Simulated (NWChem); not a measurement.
System: FeH2O2, quintet; SMILES [OH][Fe][OH]

NWChem input:

```
start job
memory heap 200 mb stack 900 mb global 1100 mb
geometry units angstroms noautosym
  Fe     0.000001    -0.000051     0.064770
  O     -1.771206     0.133908     0.065888
  H     -2.415090    -0.234580     0.756278
  O      1.771218    -0.133971     0.065805
  H      2.414978     0.234525     0.756202
end
basis spherical
  * library def2-svp
end
dft
  odft
  mult 5
  xc pbe0
  grid fine
  iterations 150
end
driver
  maxiter 120
  tight
end
task dft optimize
task dft freq
```

Excerpt of the output:

```
             Northwest Computational Chemistry Package (NWChem) 7.3.0
             --------------------------------------------------------

                             Geometry "geometry" -> ""
                             -------------------------

 Output coordinates in angstroms (scale by  1.889725989 to convert to a.u.)

  No.       Tag          Charge          X              Y              Z
 ---- ---------------- ---------- -------------- -------------- --------------
    1 Fe                  26.0000     0.00000077    -0.00000816    -0.03182191
    2 O                    8.0000    -1.77120623     0.13395084    -0.03070391
    3 H                    1.0000    -2.41509023    -0.23453716     0.65968609
    4 O                    8.0000     1.77121777    -0.13392816    -0.03078691
    5 H                    1.0000     2.41497777     0.23456784     0.65961009

 Effective nuclear repulsion energy (a.u.)     154.8315745133

                                Z-matrix (autoz)
                                --------

 Units are Angstrom for bonds and degrees for angles

      Type          Name      I     J     K     L     M      Value
      ----------- --------  ----- ----- ----- ----- ----- ----------
    1 Stretch                  1     2                       1.77627
    2 Stretch                  1     4                       1.77627
    3 Stretch                  2     3                       1.01341
    4 Stretch                  4     5                       1.01334
    5 Bend                     1     2     3               127.34106
    6 Bend                     1     4     5               127.33366
    7 Bend                     2     4     5               127.30359
    8 Bend                     4     2     3               127.31165
    9 Torsion                  3     2     4     5         -62.14136
   10 Torsion                  2     3     1     4         179.88464
   11 Torsion                  2     1     5     4         179.89150

                           NWChem Geometry Optimization
                           ----------------------------

 maximum gradient threshold         (gmax) =   0.000015
 rms gradient threshold             (grms) =   0.000010
 maximum cartesian step threshold   (xmax) =   0.000060
 rms cartesian step threshold       (xrms) =   0.000040
 fixed trust radius                (trust) =   0.300000
 source of zmatrix                         =   autoz

[...]

      ----------------------
      Optimization converged
      ----------------------

  Step       Energy      Delta E   Gmax     Grms     Xrms     Xmax
  ---- ---------------- -------- -------- -------- -------- --------
@   24   -1414.72901539  1.5D-08  0.00001  0.00000  0.00001  0.00002
                                     ok       ok       ok       ok

                                Z-matrix (autoz)
                                --------

 Units are Angstrom for bonds and degrees for angles

      Type          Name      I     J     K     L     M      Value     Gradient
      ----------- --------  ----- ----- ----- ----- ----- ---------- ----------
    1 Stretch                  1     2                       1.77500   -0.00000
    2 Stretch                  1     4                       1.77500   -0.00000
    3 Stretch                  2     3                       0.95825   -0.00001
    4 Stretch                  4     5                       0.95825   -0.00000
    5 Bend                     1     2     3               130.46334   -0.00000
    6 Bend                     1     4     5               130.46350    0.00000
    7 Bend                     2     4     5               131.63901   -0.00000
    8 Bend                     4     2     3               131.63921   -0.00000
    9 Torsion                  3     2     4     5         -99.07765    0.00000
   10 Torsion                  2     3     1     4        -169.45734    0.00000
   11 Torsion                  2     1     5     4        -169.45546    0.00000

                         Geometry "geometry" -> "geometry"
                         ---------------------------------

 Output coordinates in angstroms (scale by  1.889725989 to convert to a.u.)

  No.       Tag          Charge          X              Y              Z
 ---- ---------------- ---------- -------------- -------------- --------------
    1 Fe                  26.0000    -0.00002355     0.00000422     0.10366345
    2 O                    8.0000    -1.76376954     0.19169885     0.04824888
    3 H                    1.0000    -2.45559988    -0.28119807     0.51297934
    4 O                    8.0000     1.76372170    -0.19167404     0.04818267
    5 H                    1.0000     2.45557114     0.28121425     0.51290912

 Effective nuclear repulsion energy (a.u.)     155.4867786489

                Final and change from initial internal coordinates
                --------------------------------------------------

                                Z-matrix (autoz)
                                --------

 Units are Angstrom for bonds and degrees for angles

[...]

 Rotational Constants
 --------------------
 A=  17.528420 cm-1  ( 25.218923 K)
 B=   0.149325 cm-1  (  0.214841 K)
 C=   0.149180 cm-1  (  0.214632 K)

 Temperature                      =   298.15K
 frequency scaling parameter      =   1.0000

 Zero-Point correction to Energy  =   15.003 kcal/mol  (  0.023909 au)
 Thermal correction to Energy     =   18.123 kcal/mol  (  0.028881 au)
 Thermal correction to Enthalpy   =   18.715 kcal/mol  (  0.029825 au)

 Total Entropy                    =   68.674 cal/mol-K
   - Translational                =   39.384 cal/mol-K (mol. weight =  89.9404)
   - Rotational                   =   20.942 cal/mol-K (symmetry #  =        1)
   - Vibrational                  =    8.347 cal/mol-K

 Cv (constant volume heat capacity) =   14.210 cal/mol-K
   - Translational                  =    2.979 cal/mol-K
   - Rotational                     =    2.979 cal/mol-K
   - Vibrational                    =    8.251 cal/mol-K

[normal modes left out]

 ----------------------------------------------------------------------------
 Normal Eigenvalue ||           Projected Infra Red Intensities
  Mode   [cm**-1]  || [atomic units] [(debye/angs)**2] [(KM/mol)] [arbitrary]
 ------ ---------- || -------------- ----------------- ---------- -----------
    1      -47.092 ||    0.012488           0.288        12.174       1.794
    2        0.000 ||    0.000530           0.012         0.517       0.076
    3        0.000 ||    0.000000           0.000         0.000       0.000
    4        0.000 ||    0.000254           0.006         0.247       0.036
    5        0.000 ||    0.032943           0.760        32.114       4.733
    6        0.000 ||    0.033649           0.776        32.802       4.834
    7        0.000 ||    0.056044           1.293        54.634       8.052
    8       96.425 ||    0.015153           0.350        14.772       2.177
    9      161.996 ||    0.145562           3.358       141.901      20.913
   10      416.839 ||    0.318361           7.345       310.354      45.739
   11      450.740 ||    0.049741           1.148        48.490       7.146
   12      643.756 ||    0.001411           0.033         1.376       0.203
   13      782.212 ||    0.201983           4.660       196.903      29.019
   14     3973.399 ||    0.158222           3.650       154.242      22.732
   15     3974.470 ||    0.017722           0.409        17.276       2.546
 ----------------------------------------------------------------------------

 ===============================================================================
      Negative Nuclear Hessian Mode    1  Eigenvalue =    -47.09 cm**(-1)
 -------------------------------------------------------------------------------
   Raw step length:  0.391 angstroms ;  The Raw step for this mode is:
    1 Fe                  26.0000    -0.00000059    -0.00001177     0.03414974
    2 O                    8.0000     0.00476681     0.00863041    -0.04433524
    3 H                    1.0000    -0.04781751    -0.10951279    -0.24402645
    4 O                    8.0000    -0.00476261    -0.00859371    -0.04433729
    5 H                    1.0000     0.04778344     0.10958365    -0.24400791

  Geometry after  100.0% step for mode  1; Step length =  0.391 angstroms
   Maximum component (any atom: x,y, or z) displacement:  0.461
    1 Fe                  26.0000    -0.00002414    -0.00000755     0.13781319
    2 O                    8.0000    -1.75900273     0.20032925     0.00391364
    3 H                    1.0000    -2.50341739    -0.39071086     0.26895289
    4 O                    8.0000     1.75895909    -0.20026775     0.00384537
    5 H                    1.0000     2.50335457     0.39079790     0.26890121

  Geometry after -100.0% step for mode  1; Step length =  0.391 angstroms
   Maximum component (any atom: x,y, or z) displacement:  0.461
    1 Fe                  26.0000    -0.00002296     0.00001599     0.06951371
    2 O                    8.0000    -1.76853635     0.18306844     0.09258412
    3 H                    1.0000    -2.40778237    -0.17168528     0.75700578
    4 O                    8.0000     1.76848431    -0.18308033     0.09251996
    5 H                    1.0000     2.40778770     0.17163060     0.75691702

  Geometry after   50.0% step for mode  1; Step length =  0.196 angstroms
   Maximum component (any atom: x,y, or z) displacement:  0.231
    1 Fe                  26.0000    -0.00002385    -0.00000166     0.12073832
    2 O                    8.0000    -1.76138614     0.19601405     0.02608126
    3 H                    1.0000    -2.47950864    -0.33595446     0.39096612
    4 O                    8.0000     1.76134040    -0.19597090     0.02601402
    5 H                    1.0000     2.47946285     0.33600607     0.39090517

  Geometry after  -50.0% step for mode  1; Step length =  0.196 angstroms
   Maximum component (any atom: x,y, or z) displacement:  0.231
    1 Fe                  26.0000    -0.00002326     0.00001011     0.08658858
    2 O                    8.0000    -1.76615294     0.18738364     0.07041650
    3 H                    1.0000    -2.43169112    -0.22644167     0.63499256
    4 O                    8.0000     1.76610300    -0.18737719     0.07035131
    5 H                    1.0000     2.43167942     0.22642242     0.63491307

  Geometry after   43.4% step for mode  1; Step length =  0.170 angstroms
   Maximum component (any atom: x,y, or z) displacement:  0.200
    1 Fe                  26.0000    -0.00002381    -0.00000088     0.11847436
    2 O                    8.0000    -1.76170215     0.19544190     0.02902047
    3 H                    1.0000    -2.47633857    -0.32869429     0.40714389
    4 O                    8.0000     1.76165613    -0.19540118     0.02895337
    5 H                    1.0000     2.47629504     0.32874121     0.40708171

  Geometry after  -43.4% step for mode  1; Step length =  0.170 angstroms
   Maximum component (any atom: x,y, or z) displacement:  0.200
    1 Fe                  26.0000    -0.00002330     0.00000933     0.08885254
    2 O                    8.0000    -1.76583693     0.18795580     0.06747729
    3 H                    1.0000    -2.43486119    -0.23370184     0.61881479
    4 O                    8.0000     1.76578727    -0.18794691     0.06741196
    5 H                    1.0000     2.43484723     0.23368729     0.61873653

  Geometry after   21.7% step for mode  1; Step length =  0.085 angstroms
   Maximum component (any atom: x,y, or z) displacement:  0.100
    1 Fe                  26.0000    -0.00002368     0.00000167     0.11106891
    2 O                    8.0000    -1.76273585     0.19357037     0.03863468
    3 H                    1.0000    -2.46596922    -0.30494618     0.46006161
    4 O                    8.0000     1.76268892    -0.19353761     0.03856802
    5 H                    1.0000     2.46593309     0.30497773     0.45999541

  Geometry after  -21.7% step for mode  1; Step length =  0.085 angstroms
   Maximum component (any atom: x,y, or z) displacement:  0.100
    1 Fe                  26.0000    -0.00002342     0.00000677     0.09625800
    2 O                    8.0000    -1.76480323     0.18982732     0.05786308
    3 H                    1.0000    -2.44523054    -0.25744996     0.56589706
    4 O                    8.0000     1.76475448    -0.18981048     0.05779731
    5 H                    1.0000     2.44520918     0.25745077     0.56582282
```

Level: PBE0/def2-SVP, spin-unrestricted. The spin multiplicity was typed, not searched, and may not be the lowest. The printed entropy takes a lower symmetry number than the molecule has. The optimisation ended at a saddle point (imaginary frequency).
